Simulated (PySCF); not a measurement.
A PySCF script (with the pyscf-properties extension) for the NMR shieldings of `[SiH2](C=C)S[Si](C)(C)C`, C$_{5}$H$_{14}$SSi$_{2}$, on a GFN2-xTB geometry:

```python
import basis_set_exchange as bse
import numpy as np
from pyscf import gto, dft
from pyscf.prop import nmr

atoms = """
C     4.337638   -0.660357    0.735234
C     3.497091    0.092632    0.044257
Si    1.758919    0.521720    0.598776
S     0.570473    0.475725   -1.187312
Si   -1.449091    0.037282   -0.489194
C    -1.513298   -1.780965    0.075317
C    -2.563756    0.337885   -1.997243
C    -1.891065    1.203137    0.950332
H     5.330884   -0.895106    0.383575
H     4.068074   -1.080166    1.691242
H     3.816641    0.483046   -0.914184
H     1.680199    1.869056    1.165380
H     1.242365   -0.451250    1.560120
H    -1.235498   -2.449955   -0.734001
H    -0.829740   -1.964134    0.899532
H    -2.510591   -2.055421    0.405000
H    -2.567977    1.386231   -2.278665
H    -3.587200    0.042014   -1.789376
H    -2.218253   -0.227451   -2.856907
H    -1.200839    1.085634    1.780970
H    -2.892552    1.006153    1.320020
H    -1.852835    2.242107    0.636278
"""
names = dict.fromkeys(["C", "Si", "S", "H"], "pcSseg-1")
basis = {el: gto.basis.parse(bse.get_basis(n, elements=[el], fmt="nwchem")) for el, n in names.items()}
mol = gto.M(atom=atoms, basis=basis, charge=0, verbose=0)
mf = dft.RKS(mol, xc="PBE0")
mf.grids.level = 2
mf.grids.alignment = dft.numint.BLKSIZE   # the property module wants whole blocks of grid points
mf.conv_tol = 1e-9
mf.kernel()

calc = nmr.RKS(mf)   # GIAO
C = mf.mo_coeff
Co = C[:, mf.mo_occ > 0]
resp = mf.gen_response(singlet=True, hermi=2)
def vind(x):   # induced exchange potential for any number of trial vectors
    d = np.einsum("pi,xij,qj->xpq", C, 2 * x.reshape(-1, C.shape[1], Co.shape[1]), Co, optimize=True)
    return np.einsum("xpq,pi,qj->xij", resp(d - d.transpose(0, 2, 1)), C, Co, optimize=True).ravel()
mo1, _ = nmr.rhf.solve_mo1(calc, with_cphf=vind)
sigma = calc.kernel(mo1)
for i, s in enumerate(sigma):   # ppm
    w = np.linalg.eigvalsh((s + s.T) / 2)
    print("%2d %-2s iso %8.1f  s11 %8.1f  s22 %8.1f  s33 %8.1f" % (i, mol.atom_pure_symbol(i), w.mean(), *w))
```

**Question.** Give the expected output.

**Answer.** 
```
 0 C  iso     45.0  s11    -79.5  s22     49.8  s33    164.8
 1 C  iso     45.7  s11    -72.4  s22     39.5  s33    170.0
 2 Si iso    384.0  s11    350.1  s22    376.3  s33    425.4
 3 S  iso    770.7  s11    708.8  s22    733.6  s33    869.6
 4 Si iso    326.0  s11    311.4  s22    327.7  s33    338.7
 5 C  iso    184.2  s11    172.1  s22    187.4  s33    193.1
 6 C  iso    184.0  s11    177.0  s22    180.9  s33    194.0
 7 C  iso    183.4  s11    176.1  s22    182.1  s33    191.9
 8 H  iso     25.3  s11     22.1  s22     24.5  s33     29.3
 9 H  iso     25.6  s11     21.7  s22     24.7  s33     30.3
10 H  iso     25.2  s11     22.2  s22     24.1  s33     29.4
11 H  iso     26.5  s11     22.1  s22     25.6  s33     31.8
12 H  iso     26.8  s11     22.5  s22     27.4  s33     30.5
13 H  iso     31.5  s11     27.5  s22     28.9  s33     38.1
14 H  iso     31.1  s11     26.1  s22     30.3  s33     36.9
15 H  iso     31.7  s11     27.2  s22     28.6  s33     39.4
16 H  iso     31.3  s11     26.8  s22     29.1  s33     37.9
17 H  iso     31.6  s11     26.9  s22     28.6  s33     39.2
18 H  iso     31.3  s11     26.7  s22     29.3  s33     37.8
19 H  iso     31.4  s11     26.6  s22     30.6  s33     37.0
20 H  iso     31.6  s11     27.2  s22     28.5  s33     39.2
21 H  iso     31.4  s11     27.6  s22     28.7  s33     37.9
```

These numbers come from an equivalent density-fitted implementation of the same equations, which agrees with the script to about 0.01 ppm for H and up to a few tenths of a ppm for heavy atoms, so last digits may differ.

**Question.** Turn these shieldings into chemical shifts. Referencing at the same level of theory: TMS for 13C (186.93 ppm) and 29Si (349.16 ppm) and 1H (31.72 ppm); 33S (503.73 ppm) vs CS2.

**Answer.** Averaging equivalent atoms: C 0: 141.9; C 1: 141.2; C 5/6/7: 3.1; Si 4: 23.2; Si 2: -34.8; S 3: -267; H 10: 6.48; H 8: 6.42; H 9: 6.15; H 11/12: 5.06; H 13/14/15/16/17/18/19/20/21: 0.29 ppm. 

Size and cost of the density-fitted run: 227 basis functions, 46 s wall time on 1 thread of an Arm Neoverse V1, shared host; peak memory 1 GiB.
